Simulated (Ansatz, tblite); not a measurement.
Spin states of MoPt₃ (the lowest singlet isomer of a short search), each relaxed with PBE-D4/def2-SVP in Ansatz. Electronic energies in the gas phase.

In the def2 sets Mo, Pt take a core potential; there is no spin–orbit coupling. The xTB rows come from tblite. HSE06 is defined as in plane-wave codes, on full-range PBE exchange. Correlated methods freeze no core orbitals; core or outer-core shells of Mo, Pt are correlated, in sets that lack core-valence functions. The structure comes from a short search, and lower isomers may exist.

Singlet geometry (C3v within 0.1 Å):

```xyz
4

Mo    0.271   -0.176    0.238
Pt    1.055    1.905   -0.016
Pt    0.310   -1.416   -1.625
Pt   -1.636   -0.313    1.403
```

Triplet geometry (Cs within 0.1 Å):

```xyz
4

Mo    0.3731    0.4422    0.1947
Pt    0.2231   -1.6883    1.0544
Pt   -1.9009    0.3295    0.5365
Pt    1.3047    0.9166   -1.7856
```

Quintet geometry (Cs within 0.1 Å):

```xyz
4

Mo   -0.138   -0.320    0.510
Pt   -1.151    1.347   -0.997
Pt    1.342    1.517   -0.213
Pt   -0.053   -2.544    0.701
```

⟨S²⟩: triplet 2.04 at PBE0-D4/def2-TZVP (pure 2.00), quintet 6.12 at PBE0-D4/def2-TZVP (pure 6.00).

Run but left out: HF/def2-TZVP, PBE-QIDH/def2-TZVP, MP2/def2-TZVP (singlet: restricted singlet, unstable towards broken spin symmetry).

Only these spin states were relaxed. Higher spins weren't run and may lie lower. The triplet has other bonds than the singlet, so the gap mixes isomer and spin. The quintet has other bonds than the singlet, so the gap mixes isomer and spin.

```json
{"level": "GFN1-xTB", "triplet − singlet (kcal/mol)": "15.6", "quintet − singlet (kcal/mol)": "50.8", "lowest of these": "singlet", "remarks": "–"}
{"level": "GFN2-xTB", "triplet − singlet (kcal/mol)": "-0.4", "quintet − singlet (kcal/mol)": "37.5", "lowest of these": "tie", "remarks": "–"}
{"level": "LDA (SPW92)/def2-TZVP", "triplet − singlet (kcal/mol)": "12.1", "quintet − singlet (kcal/mol)": "38.8", "lowest of these": "singlet", "remarks": "restricted, untested (singlet)"}
{"level": "PBE-D4/def2-TZVP", "triplet − singlet (kcal/mol)": "7.5", "quintet − singlet (kcal/mol)": "29.2", "lowest of these": "singlet", "remarks": "–"}
{"level": "r2SCAN-D4/def2-TZVP", "triplet − singlet (kcal/mol)": "2.6", "quintet − singlet (kcal/mol)": "19.1", "lowest of these": "singlet", "remarks": "–"}
{"level": "PBE0-D4/def2-TZVP", "triplet − singlet (kcal/mol)": "-3.7", "quintet − singlet (kcal/mol)": "8.4", "lowest of these": "triplet", "remarks": "–"}
{"level": "r2SCAN0-D4/def2-TZVP", "triplet − singlet (kcal/mol)": "-6.9", "quintet − singlet (kcal/mol)": "1.0", "lowest of these": "triplet", "remarks": "spin-contaminated (⟨S²⟩ 6.20) (quintet)"}
{"level": "HSE06-D4/def2-TZVP", "triplet − singlet (kcal/mol)": "-3.3", "quintet − singlet (kcal/mol)": "9.1", "lowest of these": "triplet", "remarks": "–"}
{"level": "ωB97M-V/def2-TZVP", "triplet − singlet (kcal/mol)": "-9.7", "quintet − singlet (kcal/mol)": "-1.7", "lowest of these": "triplet", "remarks": "spin-contaminated (⟨S²⟩ 6.16) (quintet)"}
{"level": "RPA@PBE/def2-TZVP", "triplet − singlet (kcal/mol)": "9.7", "quintet − singlet (kcal/mol)": "24.7", "lowest of these": "singlet", "remarks": "–"}
```

Change of the quintet − singlet gap on mixing in exact exchange, in kcal/mol: PBE to PBE0 (25 % exact exchange) -20.8; r2SCAN to r2SCAN0 (25 % exact exchange) -18.2.

The xTB methods have no spin-polarisation term.
